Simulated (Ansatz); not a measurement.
**Worked example: C3H7Cl + C2H2FI → C3H7I + C2H2ClF**

Species: C3H7Cl `CCCCl`, singlet; C2H2FI `F/C=C/I`, singlet; C3H7I `CCCI`, singlet; C2H2ClF (1-chloro-2-fluoroethylene) `F/C=C/Cl`, singlet. The partners trade Cl for I; both sit on C, so the bond types are kept.

Shapes, held fixed at every level: PBE0-D4/def2-TZVP. Flexible molecules stand in one conformer, not always the lowest. Programs: Ansatz 0.2.0. Electronic energies: no zero-point or thermal term.

At CCSD(T)/def2-TZVPP; 1 Eh = 2625.50 kJ/mol:

```
species  energy (Eh)
 C3H7Cl  -578.044631
 C2H2FI  -474.113217
  C3H7I  -415.458076
C2H2ClF  -636.699239
```

**Question.** Work out ΔE of the reaction at this level.

**Answer.** 
1. Products less reactants: (-415.458076) + (-636.699239) − [(-578.044631) + (-474.113217)] = 0.000533 Eh = +1.4 kJ/mol.

Other levels give -1.0 (PBE-D4/def2-TZVPP) to +2.0 kJ/mol (CCSD/def2-TZVPP). No measured value is set beside it here. For atoms past krypton def2 sets carry core potentials with scalar relativity. Outer-core shells of I are correlated in most correlated rows, in sets that cover them unevenly. That is about zero within the method's error.
